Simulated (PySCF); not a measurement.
Work out the structure from these simulated measurements.

Elements present: C, F, H and N. Monoisotopic mass: 131.1110 u.

| Item | Value |
| --- | --- |
| 13C NMR | chemical shifts (computed TMS as zero) by class: 150.1 (1 C), 121.1 (1 C), 85.5 (1 C), 50.9 (1 C), 48.1 (1 C), 45.9 (1 C), 16.6 (1 C) ppm [GIAO PBE0/pcSseg-1] |
| NMR, other nuclei | isotropic shieldings of nuclei other than C and H, by class: 230 (1 N), 432 (1 F) ppm [GIAO PBE0/pcSseg-1] |
| Dipole | 2.55 D [PBE0/pcSseg-1] |
| Rotational structure | rotational constants A, B, C: 1.708, 1.195, 1.023 GHz [GFN2-xTB] |
| 1H NMR | chemical shifts (computed TMS as zero) by class: 6.92 (1 H), 5.43 (1 H), 5.38 (1 H), 5.18 (1 H), 4.67 (1 H), 3.24 (1 H), 2.92 (1 H), 2.77 (1 H), 1.52 (1 H), 1.07 (3 H), 0.48 (2 H) ppm [GIAO PBE0/pcSseg-1] |

Electronic properties: PySCF, gas phase, density fitting. Levels stand in brackets. Geometry: GFN2-xTB, one conformer, isolated molecule. GFN2-xTB frequencies show an imaginary mode (24i cm⁻¹), so this geometry is no minimum at that level. NMR values are class means; diastereotopic atoms form classes of their own.

**Question.** Which formula fits the mass and the elements?

**Answer.** C7H14FN (calculated 131.1110). No other formula that holds each of these elements comes within 0.0003 u with a fitting electron parity and a possible valence count.

**Question.** What is the compound? Reason from the data.

**Answer.** Numbering: `[CH2:1]=[CH:2][C@@H:3]([CH2:4][F:5])[C@H:6]([CH3:7])[CH2:8][NH2:9]`. Its formula, C7H14FN, gives 1 degree of unsaturation: 0 rings and 1 π bond in the structure found. 7 carbons fall into 7 classes; from least to most shielded: alkene CH carbon [C2] (150.1 ppm), terminal =CH2 carbon [C1] (121.1 ppm), sp3 C–F carbon [C4] (85.5 ppm), sp3 carbon bound to nitrogen [C8] (50.9 ppm), allylic carbon [C3] (48.1 ppm), sp3 CH carbon [C6] (45.9 ppm), methyl carbon [C7] (16.6 ppm). Hydrogen classes from least to most shielded: 1 H on an alkene CH carbon, C2 (6.92 ppm), 1 H on a terminal =CH2 carbon, C1 (5.43 ppm), 1 H on a terminal =CH2 carbon, C1 (5.38 ppm), 1 H on an sp3 C–F carbon, C4 (5.18 ppm), 1 H on an sp3 C–F carbon, C4 (4.67 ppm), 1 H on an sp3 carbon bound to nitrogen, C8 (3.24 ppm), 1 H on an allylic carbon, C3 (2.92 ppm), 1 H on an sp3 carbon bound to nitrogen, C8 (2.77 ppm), 1 H on an sp3 CH carbon, C6 (1.52 ppm), 3 H on a methyl carbon, C7 (1.07 ppm, a mean of values up to 0.8 ppm apart in this geometry), 2 H on a primary amine nitrogen, N9 (0.48 ppm, a mean of values up to 0.9 ppm apart in this geometry). The other shieldings belong to: 230 ppm, primary amine nitrogen [N9]; 432 ppm, alkyl fluorine [F5]. The optimised geometry has point group C1 and is an asymmetric top. Structure: `C=C[C@@H](CF)[C@H](C)CN`. Computed isomers that give other values at the same levels: `CC/C(=C\CN)CCF` (13C chemical shifts (computed TMS as zero) by class: 142.6 (1 C), 142.0 (1 C), 87.1 (1 C), 48.6 (1 C), 45.5 (1 C), 28.5 (1 C), 18.0 (1 C) ppm); `CC(C)(C)[C@@H]1NC[C@H]1F` (13C chemical shifts (computed TMS as zero) by class: 89.7 (1 C), 78.6 (1 C), 53.4 (1 C), 35.1 (1 C), 25.6 (3 C) ppm). The assignments are read from this structure; whether some other isomer fits the data as well wasn't checked. The mirror image fits equally.
